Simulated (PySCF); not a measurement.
## Zinc: a sound run and one with changed settings

Sound run: Zn⁺ [Ar] 3d10 4s1, Zn²⁺ [Ar] 3d10. Calculation: PySCF 2.14, in def2-SVP; no relativity, point nucleus. In the sound run the correlated levels freeze [Ar]. The sound run starts from symmetry-adapted Hartree-Fock orbitals and uses a fine grid where one is needed.

Changed run: scalar relativity by spin-free X2C-1e. This setting is unsound on purpose.

| species | method | sound run (hartree) | changed run (hartree) | converged |
| --- | --- | --- | --- | --- |
| Zn⁺ | UHF | -1777.28512 | -1790.44198 | yes |
| Zn⁺ | M06-2X | -1778.79043 | -1791.94604 | yes |
| Zn⁺ | BP86 | -1779.04490 | -1792.20016 | yes |
| Zn⁺ | MP2 | -1777.54381 | -1790.70015 | yes |
| Zn⁺ | CCSD(T) | -1777.53038 | -1790.68691 | yes |
| Zn²⁺ | UHF | -1776.68126 | -1789.82913 | yes |
| Zn²⁺ | M06-2X | -1778.14480 | -1791.29046 | yes |
| Zn²⁺ | BP86 | -1778.38364 | -1791.52898 | yes |
| Zn²⁺ | MP2 | -1776.92699 | -1790.07431 | yes |
| Zn²⁺ | CCSD(T) | -1776.91383 | -1790.06130 | yes |

Ionisation energy of Zn⁺:

```csv
method,sound run (eV),changed run (eV)
UHF,16.432,16.677
M06-2X,17.569,17.839
BP86,17.994,18.264
MP2,16.785,17.030
SCS-MP2,16.736,16.982
CCSD,16.755,17.002
CCSD(T),16.777,17.024
```

Most of the change in total energy is the relativistic energy itself. On top of that the contraction fixes the core shape for the Hamiltonian it was made with, so the changed run is not a good calculation with the other Hamiltonian either.

For comparison, NIST gives 17.964 eV between the lowest levels.
